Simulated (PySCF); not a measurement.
Compound: C3H10BNO2.
Z-matrix (Å and degrees, PBE0-D3(BJ)/def2-SVP geometry), rows numbered from 1:
```
B 
N   1  1.6342
C   2  1.4537  1  112.78
O   3  1.4135  2  112.93  1   172.38
C   4  1.3496  3  116.28  2    69.51
C   5  1.4948  4  111.70  3   176.00
O   5  1.2034  4  122.20  3    -5.52
H   1  1.2247  2  105.77  3    58.48
H   1  1.2229  2  105.34  3   178.58
H   1  1.2265  2  105.28  3   -61.57
H   2  1.0239  1  109.76  3  -120.91
H   2  1.0217  1  108.24  3   121.95
H   3  1.0954  2  108.64  1    54.50
H   3  1.0982  2  107.61  1   -64.74
H   6  1.0954  5  109.49  4  -169.50
H   6  1.1008  5  109.11  4    70.90
H   6  1.0983  5  110.59  4   -46.95
```

All values: PBE0/def2-SVPD (PySCF, non-relativistic), on one gas-phase PBE0-D3(BJ)/def2-SVP geometry that isn't relaxed in the solvent. The solvent is an IEF-PCM continuum (Bondi radii, 1.10 Å for H, scaled by 1.2), and excitations are vertical TDDFT with non-equilibrium linear response and a frozen core. Only the electrostatic response of the medium enters.

Gas-phase singlets (H = HOMO, L = LUMO):

```json
{"state": "S1", "E (eV)": "5.865", "λ (nm)": "211", "f": "0.001", "leading configurations": "H-2→L 91%"}
{"state": "S2", "E (eV)": "6.216", "λ (nm)": "199", "f": "0.001", "leading configurations": "H→L 78%, H-1→L 18%"}
{"state": "S3", "E (eV)": "6.249", "λ (nm)": "198", "f": "0.003", "leading configurations": "H-1→L 80%, H→L 16%"}
{"state": "S4", "E (eV)": "6.930", "λ (nm)": "179", "f": "0.014", "leading configurations": "H→L+1 73%, H-1→L+1 12%, H→L+2 11%"}
{"state": "S5", "E (eV)": "6.961", "λ (nm)": "178", "f": "0.012", "leading configurations": "H-1→L+1 72%, H→L+1 13%, H-1→L+2 12%"}
```

**Question.** How does the list change in acetone (ε = 20.49)?

**Answer.** 
```json
{"state": "S1", "E (eV)": "6.007", "λ (nm)": "206", "f": "0.002", "leading configurations": "H-2→L 92%", "change by rank (eV)": "+0.142"}
{"state": "S2", "E (eV)": "7.148", "λ (nm)": "173", "f": "0.008", "leading configurations": "H→L 86%", "change by rank (eV)": "+0.932"}
{"state": "S3", "E (eV)": "7.176", "λ (nm)": "173", "f": "0.008", "leading configurations": "H-1→L 90%", "change by rank (eV)": "+0.927"}
{"state": "S4", "E (eV)": "7.738", "λ (nm)": "160", "f": "0.058", "leading configurations": "H→L+1 86%, H→L+2 10%", "change by rank (eV)": "+0.808"}
{"state": "S5", "E (eV)": "7.784", "λ (nm)": "159", "f": "0.063", "leading configurations": "H-1→L+1 84%, H-1→L+2 12%", "change by rank (eV)": "+0.823"}
```

**Question.** The ground-state energy changes by -0.545 eV from gas to acetone. By how much does the total energy of gas-phase S1 change?

**Answer.** E(S1) = E(S0) + excitation energy, so it changes by -0.545 + 0.142 = -0.403 eV: it is lowered less than the ground state, which is what a blue shift means. This is the vertical state, with the slow part of the continuum still set for S0.

**Question.** How do the frontier levels move from gas to acetone?

**Answer.** 
```
orbital  gas (eV)  solvent (eV)  change (eV)
 LUMO+2      0.69          1.04        +0.35
 LUMO+1      0.08          0.57        +0.49
   LUMO     -0.79         -0.30        +0.49
   HOMO     -7.81         -8.26        -0.45
 HOMO-1     -7.84         -8.30        -0.46
 HOMO-2     -8.98         -8.63        +0.35
 HOMO-3     -9.80         -9.61        +0.19
```

The HOMO–LUMO gap goes from 7.02 to 7.96 eV. Rows go by rank; for HOMO-3, LUMO+1 and LUMO+2 the atom shares or the degeneracy differ between the runs, so the row needn't follow one orbital.
